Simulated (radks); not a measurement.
Values are calculated unless marked as measured or tabulated.
Q: Si XII, configuration [He] 2s1 (the NIST ground configuration). Code: a radial shooting solver on a logarithmic mesh with Libxc functionals. Model: non-relativistic Kohn-Sham, PBE, spin-polarised, spherical densities, point nucleus; open shells are filled with parallel spins first. Some entries of the table are withheld. Estimate them.

orbital,occ.,eigenvalue (eV),<r^2> (bohr^2),<r> (bohr)
1s up,1,(1),(2),0.1106
1s down,1,(3),(4),0.1106
2s up,1,-503.1514,0.2582,0.4703

A: 
(1) 1s up eigenvalue (eV): -2278.229
(2) 1s up <r^2> (bohr^2): 0.01641
(3) 1s down eigenvalue (eV): -2274.758
(4) 1s down <r^2> (bohr^2): 0.01639
